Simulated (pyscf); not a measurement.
PySCF, gas phase, ωB97X-D3(BJ)/def2-SVP geometries.

What is the homolytic dissociation enthalpy (298 K, ωB97M-D3(BJ)/def2-TZVP) of the Ga–Sb bond of H₃C–Ga(CH₃)–Sb(CH₃)–CH₃, to [H₃C–Ga–CH₃]• + H₃C–Sb•–CH₃?

Ga–Sb to [H₃C–Ga–CH₃]• + H₃C–Sb•–CH₃: 50.6 kcal/mol. The 7 functionals that were run give +44.2 (M06-2X) to +60.9 kcal/mol (ωB97X-D3(BJ)/def2-TZVP). The radicals are drawn with the spin at the cut bond; how far it spreads was not checked. Other isomers of [H₃C–Ga–CH₃]•, H₃C–Sb•–CH₃ were not searched in full and may lie lower. Elements up to Kr have no core potential and no relativistic terms here. Elements past Kr carry the def2 core potentials, without spin-orbit coupling.
